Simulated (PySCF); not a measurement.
# UHF on C⁺ (carbon, charge +1)

Configuration: [He] 2s1 2p1 3d1, one real determinant (an excited configuration). Computed with PySCF 2.14 in aug-cc-pwCVQZ (9s8p6d4f2g, 109 functions), with no relativity, point nucleus.

* Total energy: -36.463254 hartree
* One-electron energy: -45.2444 hartree
* Hartree (Coulomb) energy: 13.3767 hartree
* Exchange energy: -4.5956 hartree
* Kinetic energy: 36.53168 hartree
* ⟨S²⟩: 3.7500
* ⟨L²⟩: 8.009
* Sum of ⟨r⟩: 7.381 bohr
* Sum of ⟨r²⟩: 23.74 bohr²
* Traceless quadrupole moment −½Σ⟨3z² − r²⟩ along its main axis: 4.57 e·bohr²
* Density at the nucleus (Gaussians lack the cusp): 124 bohr⁻³
* Spin density at the nucleus: 4.03 bohr⁻³
* Langevin diamagnetic susceptibility: -18.8 ×10⁻⁶ cm³/mol

```csv
shell,electrons,mean orbital energy (eV),"rms radius, mean of both spins (bohr)"
1s α,1,-336.69,0.311
1s β,1,-333.75,0.311
2s α,1,-42.377,1.48
2p α,1,-34.309,1.45
3d α,1,-6.144,4.39
```

⟨L²⟩ = 8.01 against 12 for a pure F term, so this real determinant mixes terms. The outer electron is Rydberg-like, and this basis confines it to a smaller radius and binds it less than a complete one would.

Spin-orbit constants ζ (cm⁻¹) from the X2C one-electron operator on these orbitals (non-relativistic here): bare nucleus, nucleus screened by l(l+1)(2l+1)/3 electrons, and screened by the Breit-Pauli mean field of the electrons.

```tsv
shell	bare	screened nucleus	mean field
2p	95.31	63.54	52.40
3d	1.308	0.4359	0.3829
```

To first order the Landé constant is A = 5.907 cm⁻¹, so the lowest level has J = 3/2 and lies 0.00439 eV below the centre of the term. This holds in LS coupling only.
